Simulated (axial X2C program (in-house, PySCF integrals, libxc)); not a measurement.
## Working with the constants of BrCl

A bond curve at the CCSD(T) level, two-component, was computed with an in-house all-electron X2C program for linear molecules (integrals from PySCF) (basis Br dyall-cv3z [8s9p6d4f1g], Cl dyall-av3z [9s8p3d2f] (cores contracted in-house)) for the state Ω = 0 (closed shell). Its fit gives Re = 2.1639 Å, ωe = 430.2 cm⁻¹, ωexe = 1.78 cm⁻¹ and αe = 7.549e-04 cm⁻¹; the masses are 78.9183 and 34.9689 u. Two-component means X2C with spin–orbit coupling and atomic mean-field Coulomb and Gaunt terms.

Correlated methods: 14 electrons correlated (number of frozen shells: Br 3 s, 2 p, 1 d; Cl 2 s, 1 p), 210 virtual spin orbitals or spinors in MP2, 90 natural virtuals in coupled cluster.

Task: Find the reduced mass, Be and the force constant.

Result: From the CCSD(T) values: μ = 24.2317 u. Be = 16.8576/(μ Re²) = 0.1486 cm⁻¹. k = 5.8918×10⁻⁷ μ ωe² = 2.64 mdyn/Å.

Task: Estimate the centrifugal constant by the Kratzer relation.

Result: D = 4Be³/ωe² = 7.09e-08 cm⁻¹.

Task: Give B0, the J = 1←0 line in GHz and the most populated J at 300 K (kT = 208.5 cm⁻¹).

Result: B0 = Be − αe/2 = 0.1482 cm⁻¹; 2B0 = 8.886 GHz; J(max) ≈ √(kT/2B0) − 1/2 = 26.0, so J = 26.

Task: Estimate De from a Morse curve and compare with the computed well depth of 2.042 eV to Br + Cl.

Result: De(Morse) = ωe²/(4ωexe) = 3.223 eV against 2.042 eV computed, a ratio of 1.58. The extrapolation overshoots: the well softens faster than a Morse curve, or the lowest atomic limit lies below the one to which the curve heads.

Task: Where do the fundamental and the first overtone lie?

Result: ν(1←0) = ωe − 2ωexe = 426.6 cm⁻¹; ν(2←0) = 2ωe − 6ωexe = 849.7 cm⁻¹.

The state is one determinant whose occupation by symmetry is held fixed; it was picked as the lowest of a PBE0 search that is not exhaustive. De is counted from the lowest determinant-based energies of the atoms at the same level, without counterpoise correction. Coupled cluster ran in a truncated set of natural virtual spinors; the MP2 energy of the rest was added. (T) has no such correction and the atoms are truncated less, which lowers De at CCSD(T) by a hundredth of an eV or more.
